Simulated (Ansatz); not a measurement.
System: C3H3O, charge 0, multiplicity 2. It need not be the lowest isomer of its formula. 
Structure (B3LYP-D3(BJ)/def2-TZVP (Ansatz, a quantum-chemistry and plane-wave program) minimum search):
SMILES: C#C[CH]O
```xyz
7

C      1.9014    -0.0522    -0.0944
C      0.7009    -0.2525    -0.0228
C     -0.6514    -0.4564     0.0567
O     -1.5576     0.5605     0.0508
H      2.9487     0.1121    -0.1563
H     -1.1051    -1.4320     0.1300
H     -1.0887     1.4026    -0.0164
```
Charge 0, spin multiplicity 2.

Basis-set convergence of Hartree-Fock and CCSD(T) correlation energies (hartree) with Ansatz. Cores are frozen in the correlated levels unless marked. Open shells are spin-unrestricted. Spin-orbit coupling is left out. No relativistic terms.

The UHF reference is spin-contaminated (<S^2> 0.20 over the pure value in the largest basis). 

```
basis    functions       E(HF)  E(corr, CCSD(T))
-------  ---------  ----------  ----------------
cc-pVDZ         71  -190.12159          -0.59237
cc-pVTZ        162  -190.17858          -0.72834
cc-pVQZ        310  -190.19218          -0.77181
```

Extrapolating the two largest sets (X = 3 and 4) as X^-3: E(corr) = (64·(-0.77181) - 27·(-0.72834))/37 = -0.8035 Eh, an estimate of the basis-set limit. The largest set recovers 96.1 % of it, the smallest 73.7 %.
